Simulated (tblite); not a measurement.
Species: C6H8O2 (charge +1 and doublet state).
Numbering: `[CH3:1][CH2:2][CH2:3]/[C+:4]=[C:5]/[C:6](=[O:7])[OH:8]` (hydrogens: H9, H10, H11 on C1; H12, H13 on C2; H14, H15 on C3; H16 on O8)

Structure used (GFN2-xTB), in Å, numbered top down from 1:
```
atom  x, y, z in Å
C1    -1.7873    0.9481    0.2793
C2    -1.8235   -0.3447   -0.4900
C3    -0.6851   -1.3098   -0.1967
C4     0.5103   -0.7186    0.3034
C5     1.5557   -0.1863    0.6188
C6     2.7497    0.3592    1.2284
O7     2.7880    0.2743    2.4324
O8     3.6269    0.8682    0.4197
H9    -0.9222    1.5534   -0.0040
H10   -1.6826    0.7696    1.3526
H11   -2.6876    1.5294    0.1009
H12   -2.7799   -0.8623   -0.3356
H13   -1.8324   -0.1142   -1.5671
H14   -0.4569   -1.9361   -1.0697
H15   -1.0013   -2.0293    0.5791
H16    4.4206    1.2081    0.8719
```

Calculated harmonic vibrations of the isolated species, GFN2-xTB (tblite), most abundant isotopes, no scaling. This tight-binding method is rough: wavenumbers can miss measured ones by several per cent, in bad cases by 10 to 20. One conformer, not necessarily the lowest. Open shells enter through the occupations alone, without spin polarisation, and single modes of such species can be off by tens of per cent.

Harmonic wavenumbers (cm⁻¹): 26.0, 55.7, 83.5, 113.4, 195.3, 204.9, 289.3, 329.9, 410.3, 516.2, 545.7, 629.8, 676.4, 697.5, 742.7, 778.2, 916.7, 983.5, 998.9, 1045.7, 1068.2, 1087.7, 1128.2, 1153.7, 1247.8, 1285.2, 1290.1, 1321.0, 1359.7, 1367.9, 1384.8, 1429.8, 1703.2, 2227.1, 2823.9, 2849.8, 2907.8, 2914.0, 2956.7, 2983.8, 3067.9, 3374.7.

A = 4636, B = 854.2, C = 830.8 MHz; mass 112.052 u (most abundant isotopes); point group C1, symmetry number 1; spin multiplicity 2.

**Question.** What is the zero-point energy?

**Answer.** ½Σν̃ = 26586 cm⁻¹ = 318.04 kJ/mol.

**Question.** Entropy at 500 K, 1 bar (ideal gas, RRHO, classical rotation)?

**Answer.** Translation 178.46, rotation 127.66, vibration 195.29, spin (R ln 2) 5.76: S = 507.2 J/(mol K).

**Question.** And Cp and H(500 K) − H(0)?

**Answer.** Cp = 207.01 J/(mol K), of which vibrations give 173.75 (their classical limit is 42 R = 349.2); H(500 K) − H(0) = 63.37 kJ/mol without the zero-point energy, 46.74 from vibrations.

**Question.** Blend soft modes into free rotors: weight 1/[1 + (100 cm⁻¹/ν̃)⁴] for the oscillator and the rest for a rotor with moment μB/(μ + B), μ = h/(8π²ν), B = 10⁻⁴⁴ kg m². What vibrational entropy results?

**Answer.** 173.41 J/(mol K) in place of 195.29, which changes −T·S at 500 K by +10.94 kJ/mol.

**Question.** What must be added to the electronic energy to get the Gibbs energy at 500 K and 1 bar?

**Answer.** ZPE + [H(500 K) − H(0)] − T·S = 318.04 + 63.37 − 253.59 = 127.82 kJ/mol.

**Question.** How do the functions run with temperature in this model?

**Answer.** 
```tsv
T (K)	S (J/(mol K))	Cp (J/(mol K))	H − H(0) (kJ/mol)	G − H(0) (kJ/mol)	ln q(vib)
50	256.0	58.8	2.28	-10.52	1.01
100	302.8	77.6	5.71	-24.57	2.48
298.15	416.9	144.4	27.58	-96.72	7.57
373.15	452.1	169.9	39.37	-129.32	9.34
750	601.7	258.6	122.07	-329.18	17.66
1000	681.0	292.2	191.19	-489.79	22.62
```

q(vib) and H(0) count from the zero-point level.

Hindered rotation and anharmonicity are outside this model. Other conformers, if any are populated, would add a mixing term that is left out. The structure is chiral; the term R ln 2 for an equal mix with its mirror image is left out.
